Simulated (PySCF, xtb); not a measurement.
Cl3Sc, SMILES [Cl][Sc-]([Cl])[Cl] (connectivity only; charge and spin as stated), charge -1, multiplicity 2.

Harmonic wavenumbers (cm⁻¹) from GFN2-xTB run with xtb at its own minimum, in rising order: 62, 66, 66, 234, 344, 344.

### Question
What does PBE-D3(BJ)/def2-SVPD in PySCF 2.14.0 give at its own minimum? (An estimate is asked for; the answer gives what the named calculation found.)

### Answer
65, 80, 80, 264, 366, 366. Paired by order, the mean absolute difference is 18 cm⁻¹ and the zero-point energies are 1.6 and 1.7 kcal/mol.
